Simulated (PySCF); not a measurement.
## State search for TlSi

Unrestricted PBE0; PySCF, scalar-relativistic core potentials, basis sets Tl def2-TZVPP with ECP60, Si def2-TZVPP. Outer shells of the fragments: Tl 5d10 6s2 6p1; Si 3s2 3p2.

Followed along the bond (rough minima from three points):

| 2Ms+1 | unpaired | ⟨S²⟩ at the start | R at minimum (Å) | Te (eV) |
| --- | --- | --- | --- | --- |
| 4 | σ ↑, π ↑↑ | 3.75 | 2.66 | 0.00 |
| 2 | σ ↓, π ↑↑ | 1.77 | 2.65 | 0.36 |
| 2 | σ ↑, π ↑↓ | 1.77 | 2.66 | 0.38 |
| 2 | σ ↑ | 0.76 | 2.67 | 1.11 |
| 2 | π ↑ | 0.76 | none in the scan | ≤ 0.87 |

Solutions found at the starting distance of 2.545 Å, counted from the lowest of them; the search is not exhaustive and high or unbound solutions are not listed, so other states can lie among these:

```json
{"2Ms+1": "4", "unpaired": "σ ↑, π ↑↑", "term": "⁴Σ⁻", "E (eV)": "0.00", "⟨S²⟩": "3.75", "⟨Lz²⟩": "0.00", "μ (D)": "-2.11"}
{"2Ms+1": "2", "unpaired": "σ ↓, π ↑↑", "term": "mixed", "E (eV)": "0.35", "⟨S²⟩": "1.77", "⟨Lz²⟩": "0.00", "μ (D)": "-2.11"}
{"2Ms+1": "2", "unpaired": "σ ↑, π ↑↓", "term": "mixed", "E (eV)": "0.38", "⟨S²⟩": "1.77", "⟨Lz²⟩": "2.03", "μ (D)": "-2.03"}
{"2Ms+1": "2", "unpaired": "σ ↑", "term": "mixed", "E (eV)": "1.11", "⟨S²⟩": "0.76", "⟨Lz²⟩": "2.00", "μ (D)": "-1.58"}
{"2Ms+1": "2", "unpaired": "π ↑", "term": "²Π", "E (eV)": "1.14", "⟨S²⟩": "0.76", "⟨Lz²⟩": "1.01", "μ (D)": "-0.75"}
{"2Ms+1": "2", "unpaired": "π ↑", "term": "²Π", "E (eV)": "1.18", "⟨S²⟩": "0.76", "⟨Lz²⟩": "1.02", "μ (D)": "-2.62"}
{"2Ms+1": "4", "unpaired": "π ↑↑↑", "term": "⁴Π", "E (eV)": "2.50", "⟨S²⟩": "3.76", "⟨Lz²⟩": "1.00", "μ (D)": "-0.11"}
{"2Ms+1": "4", "unpaired": "σ ↑, π ↑↑", "term": "mixed", "E (eV)": "2.72", "⟨S²⟩": "3.76", "⟨Lz²⟩": "2.01", "μ (D)": "1.77"}
```

A term symbol is given only where ⟨S²⟩ and ⟨Lz²⟩ are close to those of a pure state; real π, δ and φ orbitals otherwise mix terms. A positive dipole means Tl(−)Si(+).

These are scalar-relativistic numbers at best; spin–orbit coupling would shift them, the dissociation energy most.
